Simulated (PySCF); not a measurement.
An unknown is described by computed data only.

Formula: C4H8BNS.

| Property | Result |
| --- | --- |
| Dipole | 2.21 D [wB97X-D/def2-SVPD] |
| 1H NMR | chemical shifts (computed TMS as zero) by class: 3.27 (2 H), 2.14 (3 H), 2.07 (3 H) ppm [GIAO KT2/pcSseg-1] |
| Rotational structure | rotational constants A, B, C: 2.994, 1.266, 0.900 GHz [PBE0-D3(BJ)/def2-SVP] |
| Polarisability | 93.7 au [wB97X-D/def2-SVPD] |
| UV, first state | lowest singlet excitation: 5.36 eV (231 nm, f = 0.000) [TDDFT wB97X-D/def2-SVPD] |
| 13C NMR | chemical shifts (computed TMS as zero) by class: 105.7 (1 C), 80.1 (1 C), 17.0 (1 C), 6.7 (1 C) ppm [GIAO KT2/pcSseg-1] |
| UV, strongest line | among the 10 lowest singlet transitions: S2 at 5.59 eV (222 nm, f = 0.134) [TDDFT wB97X-D/def2-SVPD] |
| Valence photoelectron | vertical ionisation energy: 8.63 eV [ΔSCF wB97X-D/def2-SVPD] |

Electronic properties: PySCF, gas phase, density fitting. Levels stand in brackets. Isolated species at its PBE0-D3(BJ)/def2-SVP geometry (one conformer only). Each NMR value is the plain mean over a class of atoms that symmetry, rotation or inversion makes alike.

Task: Propose a structure and show how it fits.

Result: Numbering: `[CH3:1][C:2]#[C:3][B:4]([NH2:5])[S:6][CH3:7]`. 4 carbons fall into 4 classes; from least to most shielded: alkyne carbon [C2] (105.7 ppm), alkyne carbon [C3] (80.1 ppm), S-methyl carbon [C7] (17.0 ppm), propargylic carbon [C1] (6.7 ppm). Hydrogen classes from least to most shielded: 2 H on a boron-bound nitrogen, N5 (3.27 ppm), 3 H on a propargylic carbon, C1 (2.14 ppm), 3 H on an S-methyl carbon, C7 (2.07 ppm). The first electron is taken from the HOMO, whose largest Löwdin shares are 0.62 on the sulfur bonded to B and C, 0.12 on the boron-bound nitrogen, 0.10 on the S-methyl carbon and 0.08 on the three-coordinate boron. By its constants the optimised geometry is an asymmetric top. Structure: `S(C)B(C#CC)N`. The assignments are read from this structure; whether some other isomer fits the data as well wasn't checked.

Conformer computed: `[CH3:1][C:2]#[C:3][B:4]([NH2:5])[S:6][CH3:7]`: C3–B4–S6–C7 -1°, H–N5–B4–C3 180°, H–N5–B4–C3 0°.
